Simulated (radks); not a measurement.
Radial electron density D(r) = 4 pi r^2 rho(r) of an atom or ion with 7 electrons. Calculated with a radial shooting solver on a logarithmic mesh with Libxc functionals: non-relativistic Kohn-Sham, r2SCAN, spin-polarised, spherical densities, point nucleus; meta-GGA in the generalised Kohn-Sham scheme.

| r (bohr) | D(r) (e/bohr) | spin D(r) |
|---|---|---|
| 0.004936 | 1.346 | -0.000153 |
| 0.006029 | 1.921 | -0.000125 |
| 0.007306 | 2.681 | 0.0000200 |
| 0.008852 | 3.699 | 0.000438 |
| 0.01081 | 5.103 | 0.00152 |
| 0.0131 | 6.837 | 0.00390 |
| 0.016 | 9.083 | 0.00931 |
| 0.01939 | 11.65 | 0.0202 |
| 0.02349 | 14.52 | 0.0419 |
| 0.02869 | 17.61 | 0.0867 |
| 0.03477 | 20.31 | 0.169 |
| 0.04246 | 22.35 | 0.328 |
| 0.05145 | 23.06 | 0.599 |
| 0.06234 | 22.25 | 1.05 |
| 0.07614 | 19.84 | 1.81 |
| 0.09226 | 16.69 | 2.90 |
| 0.1118 | 13.80 | 4.38 |
| 0.1365 | 12.29 | 6.25 |
| 0.1654 | 12.79 | 8.06 |
| 0.2021 | 14.59 | 9.46 |
| 0.2448 | 15.90 | 9.72 |
| 0.2967 | 15.18 | 8.63 |
| 0.3624 | 11.89 | 6.31 |
| 0.4391 | 7.465 | 3.76 |
| 0.532 | 3.584 | 1.73 |
| 0.6498 | 1.188 | 0.557 |
| 0.7873 | 0.2782 | 0.128 |
| 0.9616 | 0.03760 | 0.0171 |
| 1.165 | 0.003133 | 0.00143 |

What is the nuclear charge?

Answer. Z = 20. The innermost maximum, from 1s, lies near 1/Z = 0.05 bohr (found: 0.0515), and its height grows with Z. The density is that of the calcium ion Ca13+ in [He] 2s2 2p3; the configuration itself is not fixed sharply by these data, and Z only to about a unit. D(r) has 2 maxima, at r = 0.0515, 0.255 bohr, and minima at 0.142 bohr, inside which lie 2.23 electrons.
